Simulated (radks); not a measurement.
Task: All-electron atom: V3+ in [Ne] 3s1 3p6 3d2 4p1 (not the ground configuration). All-electron calculation, scalar-relativistic Kohn-Sham, LDA (Slater exchange, VWN5 correlation), spin-polarised, spherical densities, finite nucleus; open shells are filled with parallel spins first; Fermi nuclear charge, rms radius 3.6002 fm. Program: a radial shooting solver on a logarithmic mesh with Libxc functionals. Some entries of the table are withheld. Estimate them.

orbital,occ.,eigenvalue (eV),<r> (bohr)
1s up,1,-5400.101,0.06656
1s down,1,-5399.446,0.06656
2s up,1,-649.5905,0.3091
2s down,1,-647.9288,0.3087
2p up,3,-551.3091,0.2745
2p down,3,-549.8711,0.2740
3s up,1,-114.9383,0.9218
3s down,0,-110.7300,0.9267
3p up,3,-88.3675,0.9668
3p down,3,-84.3008,0.9743
3d up,2,-47.4000,1.081
3d down,0,-43.5951,1.103
4s up,0,(1),2.379
4s down,0,(2),2.426
4p up,1,-25.8437,2.658
4p down,0,-23.8469,2.740
4d up,0,-16.7455,3.341
4d down,0,-15.2698,3.550

Result: 
(1) 4s up eigenvalue (eV): -32.2935
(2) 4s down eigenvalue (eV): -30.0883
